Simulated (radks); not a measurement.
Problem. Excited configurations of La I: one electron is placed in a higher orbital outside [Xe] 5d2. The ground configuration is [Xe] 5d1 6s2. Calculated with a radial shooting solver on a logarithmic mesh with Libxc functionals: scalar-relativistic Kohn-Sham, BLYP, spin-unpolarised, spherical densities, finite nucleus; Fermi nuclear charge, rms radius 4.855 fm. Excitation = E - E(ground); binding = E(ion) - E, where the ion is the core of charge +1; n* = 1/sqrt(2 binding) in atomic units, and the quantum defect is n - n*.

| outer orbital | excitation (eV) | binding (eV) | n* | quantum defect | eigenvalue (eV) | <r> (bohr) |
|---|---|---|---|---|---|---|
| 6p | 3.002 | 3.085 | 2.100 | 3.900 | -1.449 | 6.274 |
| 6d | 4.736 | 1.351 | 3.173 | 2.827 | -0.587 | 12.17 |
| 6f | 5.438 | 0.649 | 4.578 | 1.422 | -0.316 | 27.18 |
| 7s | 4.169 | 1.918 | 2.663 | 4.337 | -1.098 | 10.96 |
| 7p | 4.606 | 1.481 | 3.031 | 3.969 | -0.810 | 13.55 |

Estimate the row for 6s.

Solution. excitation (eV) 0.843; binding (eV) 5.244; n* 1.611; quantum defect 4.389; eigenvalue (eV) -3.041; <r> (bohr) 4.614. The Delta-SCF ionisation energy is 6.087 eV (NIST Atomic Spectra Database: 5.577 eV, measured). Self-interaction in the functional shifts the binding energies and quantum defects, so they are the method's values and not measured ones. Spin polarisation and multiplet splitting are left out, so open shells lie too high by an amount that depends on their filling. Spin-orbit splitting is averaged out at the scalar-relativistic level.

Beside tabulated values, note that spin-unpolarised runs miss the spin-polarisation part of the exchange energy of open shells.
